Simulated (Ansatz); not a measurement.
`BO[SiH](O)S` and `C[SiH](O)S` differ in one atom or group.

Ansatz, PBE0-D4/def2-TZVP geometries, multiplicity 1. Each molecule was computed in one conformer, which needn't be the lowest.

```csv
property,`BO[SiH](O)S`
HOMO–LUMO gap (PBE/def2-TZVPP) / eV,4.79
size of the dipole moment (B3LYP/def2-TZVPP) / D,1.25
size of the dipole moment (PBE/def2-TZVPP) / D,1.19
LUMO energy (B3LYP/def2-TZVPP) / eV,-1.00
HOMO energy (ωB97M-V/def2-TZVPP) / eV,-10.02
"ideal-gas entropy at 298 K and 1 bar (rigid rotor, harmonic PBE0-D4/def2-TZVP) / J/(mol·K)",370
```

Question: What does the change do to each property? (Best estimate.)

Answer: Computed: 
```csv
property,`C[SiH](O)S`,shift
HOMO–LUMO gap (PBE/def2-TZVPP) / eV,5.88,1.09
size of the dipole moment (B3LYP/def2-TZVPP) / D,0.64,-0.61
size of the dipole moment (PBE/def2-TZVPP) / D,0.72,-0.47
LUMO energy (B3LYP/def2-TZVPP) / eV,0.24,1.24
HOMO energy (ωB97M-V/def2-TZVPP) / eV,-9.71,0.31
"ideal-gas entropy at 298 K and 1 bar (rigid rotor, harmonic PBE0-D4/def2-TZVP) / J/(mol·K)",336,-34
```

With PBE0 the HOMO rises by 0.31 eV and the LUMO rises by 1.30 eV, so the gap widens by about 0.99 eV. PBE moves the HOMO by 0.32 eV and ωB97M-V by 0.31 eV. Dipoles are sizes alone; their direction can turn. Modes under 60 cm⁻¹, often nearly free rotors, make the harmonic entropy too high.

Positive LUMOs are unbound, so they and the gaps depend on the basis.

B3LYP here is the variant with VWN-RPA as its local correlation; programs differ in this.
